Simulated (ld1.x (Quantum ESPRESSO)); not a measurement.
Building the TM potential for Sb (Z = 51) (PBE, scalar-relativistic).

The input file (ld1.x (Quantum ESPRESSO) 7.5):

```
&input
   title='Sb', zed=51., rel=1, dft='PBE', iswitch=3,
   config='[Kr] 4d10 5s1 5p4',
   nld=3, rlderiv=1.40, eminld=-13.0, emaxld=5.0, deld=0.04
 /
 &inputp
   pseudotype=2, tm=.true., lloc=1,
   nlcc=.true., new_core_ps=.true., rcore=0.50,
   file_pseudopw='Sb.UPF', file_wfcaegen='ae.wfc', file_wfcncgen='nc.wfc', file_beta='beta', file_chi='chi'
 /
3
4S  1  0   2.00   0.00  0.75  0.75  0.0
4D  3  2  10.00   0.00  0.90  0.90  0.0
4P  2  1   6.00   0.00  1.30  1.30  0.0
 &test
   configts(1)='4s2 4p6 4d10 5s1 5p4'
 /
```

Command:

```bash
ld1.x < Sb.in > Sb.out
```

Output (shortened: banner, matrices, multipoles, cross overlaps and the repeated all-electron block are left out):

```
Program LD1 v.7.5
     --------------------------- All-electron run ----------------------------

     Sb
     scalar relativistic calculation

     atomic number is 51.00
     dft =PBE   lsd =0 sic =0 latt =0  beta=0.20 tr2=1.0E-14
     Exchange-correlation= PBE
                           (   1   4   3   4   0   0   0)
     mesh =1243 r(mesh) =  98.80758 a.u. xmin = -7.00 dx = 0.01250
     1 Ry =  13.60569312 eV, c = 137.03599908

     n l     nl                  e(Ry)          e(Ha)          e(eV)
     1 0     1S 1( 2.00)     -2227.5445     -1113.7722    -30307.2866
     2 0     2S 1( 2.00)      -339.0567      -169.5283     -4613.1011
     2 1     2P 1( 6.00)      -304.3907      -152.1954     -4141.4470
     3 0     3S 1( 2.00)       -66.5607       -33.2803      -905.6042
     3 1     3P 1( 6.00)       -55.2616       -27.6308      -751.8717
     4 0     4S 1( 2.00)       -11.0469        -5.5235      -150.3014
     4 1     4P 1( 6.00)        -7.5884        -3.7942      -103.2458
     3 2     3D 1(10.00)       -38.0238       -19.0119      -517.3408
     4 2     4D 1(10.00)        -2.5655        -1.2827       -34.9053
     5 0     5S 1( 1.00)        -1.0014        -0.5007       -13.6253
     5 1     5P 1( 4.00)        -0.3973        -0.1987        -5.4061

     final scf error:  1.7E-15 reached in  26 iterations

     Etot =  -12962.311861 Ry,   -6481.155930 Ha, -176361.237342 eV

     Ekin =   13557.349336 Ry,    6778.674668 Ha,  184457.134621 eV
     Encl =  -31345.289145 Ry,  -15672.644573 Ha, -426474.384960 eV
     Eh   =    5165.725209 Ry,    2582.862605 Ha,   70283.271952 eV
     Exc  =    -340.097260 Ry,    -170.048630 Ha,   -4627.258954 eV

     normalization and overlap integrals

     s(1S/1S) =  1.000000  <r> =   0.0284  <r2> =    0.0011  r(max) =   0.0184
     s(2S/2S) =  1.000000  <r> =   0.1226  <r2> =    0.0177  r(max) =   0.1034
     s(2P/2P) =  1.000000  <r> =   0.1071  <r2> =    0.0140  r(max) =   0.0826
     s(3S/3S) =  1.000000  <r> =   0.3305  <r2> =    0.1249  r(max) =   0.2991
     s(3P/3P) =  1.000000  <r> =   0.3288  <r2> =    0.1254  r(max) =   0.2918
     s(4S/4S) =  1.000000  <r> =   0.7907  <r2> =    0.7070  r(max) =   0.7266
     s(4P/4P) =  1.000000  <r> =   0.8520  <r2> =    0.8285  r(max) =   0.7639
     s(3D/3D) =  1.000000  <r> =   0.3054  <r2> =    0.1106  r(max) =   0.2449
     s(4D/4D) =  1.000000  <r> =   1.0274  <r2> =    1.2466  r(max) =   0.8442
     s(5S/5S) =  1.000000  <r> =   2.2020  <r2> =    5.5153  r(max) =   1.8789
     s(5P/5P) =  1.000000  <r> =   2.8455  <r2> =    9.3985  r(max) =   2.3237

     ------------------------ End of All-electron run ------------------------

     --------------------- Generating NC pseudopotential ---------------------

      Generating local pot.: lloc=1, matching radius rcloc =   1.3000

      Computing core charge for nlcc:

       r > 0.51 : true rho core
      Core charge pseudized with two Bessel functions
      Integrated core pseudo-charge :  23.58

      Wfc   4S  rcut= 0.754  Using Troullier-Martins method

      Wfc   4D  rcut= 0.899  Using Troullier-Martins method

     ------------------- End of pseudopotential generation -------------------

     Computing logarithmic derivative in   1.40066
     Computing logarithmic derivative in   1.40066
     Computing the partial wave expansion
     R is outside the sphere for l=    0 j= 0.00
       no projector for channel:   1
     R is outside the sphere for l=    2 j= 0.00

     ---------------------- Testing the pseudopotential ----------------------

     Sb
     scalar relativistic calculation

     atomic number is 51.00   valence charge is 23.00
     dft =PBE   lsd =0 sic =0 latt =0  beta=0.20 tr2=1.0E-14
     mesh =1243 r(mesh) =  98.80758 xmin = -7.00 dx = 0.01250

     n l     nl             e AE (Ry)        e PS (Ry)    De AE-PS (Ry)
     1 0     4S   1( 2.00)      -11.04695      -11.04734        0.00039
     2 1     4P   1( 6.00)       -7.58843       -7.58843        0.00001
     3 2     4D   1(10.00)       -2.56549       -2.56542       -0.00007
     2 0     5S   1( 1.00)       -1.00144       -1.04658        0.04514  !
     3 1     5P   1( 4.00)       -0.39734       -0.42954        0.03220  !

     eps = 6.0E-15  iter = 19

     Etot =  -12962.311861 Ry,   -6481.155930 Ha, -176361.237342 eV
     Etotps =  -591.584856 Ry,    -295.792428 Ha,   -8048.922002 eV

     Ekin =     178.110361 Ry,      89.055180 Ha,    2423.314910 eV
     Encl =   -1002.201931 Ry,    -501.100965 Ha,  -13635.651918 eV
     Ehrt =     398.019889 Ry,     199.009945 Ha,    5415.336469 eV
     Ecxc =    -152.477920 Ry,     -76.238960 Ha,   -2074.567792 eV
     (Ecc =    -107.358776 Ry,     -53.679388 Ha,   -1460.690566 eV)
     Epseu=     -13.035254 Ry,      -6.517627 Ha,    -177.353670 eV

     ---------------------- End of pseudopotential test ----------------------
```

The potential misses its own reference levels by up to 0.6 eV. ld1.x takes every shell without a wave as core, so the model core holds the 5p, 5s electrons as well and exchange and correlation see them twice. This cancels in the reference configuration, but the file is broken for other ones, and its errors say nothing about a proper core correction.

Generation and configuration tests took about 1.7 s on one core of a shared server CPU.

Transferability test of the new file with ld1.x, input:

```
&input
   title='Sb', zed=51., rel=1, dft='PBE', iswitch=2,
   config='[Kr] 4d10 5s1 5p4'
 /
 &test
   file_pseudo='Sb.UPF', nconf=8,
   configts(1)='4s2 4p6 4d10 5s1 5p4',
   configts(2)='4s2 4p6 4d10 5s2 5p3',
   configts(3)='4s2 4p6 4d10 5s2 5p2',
   configts(4)='4s2 4p6 4d10 5s2 5p1',
   configts(5)='4s2 4p6 4d10 5s1 5p0',
   configts(6)='4s2 4p6 4d10 5s0 5p5',
   configts(7)='4s1 4p6 4d10 5s2 5p3',
   configts(8)='4s2 4p6 4d10 5s1 5p3'
 /
```

```bash
ld1.x < Sb.test.in > Sb.test.out
```

Pseudopotential blocks of its output, shortened (energy terms left out):

```
     ---------------------- Testing the pseudopotential ----------------------

     n l     nl             e AE (Ry)        e PS (Ry)    De AE-PS (Ry)
     1 0     4S   1( 2.00)      -11.04695      -11.04734        0.00039
     2 1     4P   1( 6.00)       -7.58843       -7.58843        0.00001
     3 2     4D   1(10.00)       -2.56549       -2.56542       -0.00007
     2 0     5S   1( 1.00)       -1.00144       -1.04658        0.04514  !
     3 1     5P   1( 4.00)       -0.39734       -0.42954        0.03220  !

     eps = 6.0E-15  iter = 19

     Etot =  -12962.311861 Ry,   -6481.155930 Ha, -176361.237344 eV
     Etotps =  -591.584856 Ry,    -295.792428 Ha,   -8048.922002 eV

     ---------------------- End of pseudopotential test ----------------------

          ---------------------- Testing the pseudopotential ----------------------

     n l     nl             e AE (Ry)        e PS (Ry)    De AE-PS (Ry)
     1 0     4S   1( 2.00)      -10.93910      -10.94996        0.01086  !
     2 1     4P   1( 6.00)       -7.48121       -7.49143        0.01021  !
     3 2     4D   1(10.00)       -2.46278       -2.47155        0.00877  !
     2 0     5S   1( 2.00)       -0.94302       -0.99161        0.04859  !
     3 1     5P   1( 3.00)       -0.35484       -0.39025        0.03541  !

     eps = 8.9E-15  iter = 19

     Etot =  -12962.908074 Ry,   -6481.454037 Ha, -176369.349231 eV
     Etotps =  -592.194180 Ry,    -296.097090 Ha,   -8057.212277 eV
     dEtot_ae =      -0.596213 Ry
     dEtot_ps =      -0.609324 Ry,   Delta E=       0.013111 Ry

     ---------------------- End of pseudopotential test ----------------------

          ---------------------- Testing the pseudopotential ----------------------

     n l     nl             e AE (Ry)        e PS (Ry)    De AE-PS (Ry)
     1 0     4S   1( 2.00)      -11.56579      -11.61244        0.04665  !
     2 1     4P   1( 6.00)       -8.10774       -8.15346        0.04572  !
     3 2     4D   1(10.00)       -3.08747       -3.13030        0.04283  !
     2 0     5S   1( 2.00)       -1.51689       -1.60012        0.08323  !
     3 1     5P   1( 2.00)       -0.88146       -0.95600        0.07454  !

     eps = 9.1E-15  iter = 18

     Etot =  -12962.296789 Ry,   -6481.148394 Ha, -176361.032276 eV
     Etotps =  -591.528123 Ry,    -295.764061 Ha,   -8048.150111 eV
     dEtot_ae =       0.015072 Ry
     dEtot_ps =       0.056733 Ry,   Delta E=      -0.041661 Ry

     ---------------------- End of pseudopotential test ----------------------

          ---------------------- Testing the pseudopotential ----------------------

     n l     nl             e AE (Ry)        e PS (Ry)    De AE-PS (Ry)
     1 0     4S   1( 2.00)      -12.29454      -12.37662        0.08208  !
     2 1     4P   1( 6.00)       -8.83594       -8.91668        0.08074  !
     3 2     4D   1(10.00)       -3.81151       -3.88741        0.07590  !
     2 0     5S   1( 2.00)       -2.16204       -2.28340        0.12136  !
     3 1     5P   1( 1.00)       -1.47592       -1.59487        0.11895  !

     eps = 2.6E-15  iter = 18

     Etot =  -12961.123165 Ry,   -6480.561582 Ha, -176345.064311 eV
     Etotps =  -590.257970 Ry,    -295.128985 Ha,   -8030.868810 eV
     dEtot_ae =       1.188696 Ry
     dEtot_ps =       1.326885 Ry,   Delta E=      -0.138189 Ry

     ---------------------- End of pseudopotential test ----------------------

          ---------------------- Testing the pseudopotential ----------------------

     n l     nl             e AE (Ry)        e PS (Ry)    De AE-PS (Ry)
     1 0     4S   1( 2.00)      -14.08643      -14.22720        0.14077  !
     2 1     4P   1( 6.00)      -10.62394      -10.76290        0.13895  !
     3 2     4D   1(10.00)       -5.57721       -5.70881        0.13160  !
     2 0     5S   1( 1.00)       -3.65910       -3.86172        0.20262  !
     3 1     5P   1( 0.00)       -2.86151       -3.07767        0.21616  !

     eps = 1.9E-15  iter = 20

     Etot =  -12956.073328 Ry,   -6478.036664 Ha, -176276.357778 eV
     Etotps =  -584.879466 Ry,    -292.439733 Ha,   -7957.690526 eV
     dEtot_ae =       6.238533 Ry
     dEtot_ps =       6.705390 Ry,   Delta E=      -0.466857 Ry

     ---------------------- End of pseudopotential test ----------------------

          ---------------------- Testing the pseudopotential ----------------------

     n l     nl             e AE (Ry)        e PS (Ry)    De AE-PS (Ry)
     1 0     4S   1( 2.00)      -11.14965      -11.13932       -0.01033  !
     2 1     4P   1( 6.00)       -7.69044       -7.68003       -0.01041  !
     3 2     4D   1(10.00)       -2.66291       -2.65396       -0.00896  !
     2 0     5S   1( 0.00)       -1.05555       -1.09752        0.04197  !
     3 1     5P   1( 5.00)       -0.43686       -0.46617        0.02931  !

     eps = 3.3E-15  iter = 19

     Etot =  -12961.700416 Ry,   -6480.850208 Ha, -176352.918216 eV
     Etotps =  -590.960562 Ry,    -295.480281 Ha,   -8040.428061 eV
     dEtot_ae =       0.611445 Ry
     dEtot_ps =       0.624293 Ry,   Delta E=      -0.012848 Ry

     ---------------------- End of pseudopotential test ----------------------

          ---------------------- Testing the pseudopotential ----------------------

     n l     nl             e AE (Ry)        e PS (Ry)    De AE-PS (Ry)
     1 0     4S   1( 1.00)      -12.24293      -12.24403        0.00111
     2 1     4P   1( 6.00)       -8.74984       -8.75661        0.00677  !
     3 2     4D   1(10.00)       -3.64148       -3.64728        0.00580  !
     2 0     5S   1( 2.00)       -1.69163       -1.76223        0.07060  !
     3 1     5P   1( 3.00)       -0.99607       -1.06586        0.06978  !

     eps = 6.1E-15  iter = 21

     Etot =  -12951.335533 Ry,   -6475.667767 Ha, -176211.896801 eV
     Etotps =  -580.609411 Ry,    -290.304705 Ha,   -7899.593465 eV
     dEtot_ae =      10.976328 Ry
     dEtot_ps =      10.975445 Ry,   Delta E=       0.000883 Ry

     ---------------------- End of pseudopotential test ----------------------

          ---------------------- Testing the pseudopotential ----------------------

     n l     nl             e AE (Ry)        e PS (Ry)    De AE-PS (Ry)
     1 0     4S   1( 2.00)      -11.67488      -11.70943        0.03456  !
     2 1     4P   1( 6.00)       -8.21613       -8.25005        0.03393  !
     3 2     4D   1(10.00)       -3.19116       -3.22372        0.03256  !
     2 0     5S   1( 1.00)       -1.57755       -1.65565        0.07810  !
     3 1     5P   1( 3.00)       -0.92940       -0.99866        0.06926  !

     eps = 7.7E-15  iter = 19

     Etot =  -12961.654969 Ry,   -6480.827485 Ha, -176352.299875 eV
     Etotps =  -590.877490 Ry,    -295.438745 Ha,   -8039.297803 eV
     dEtot_ae =       0.656892 Ry
     dEtot_ps =       0.707366 Ry,   Delta E=      -0.050474 Ry

     ---------------------- End of pseudopotential test ----------------------
```
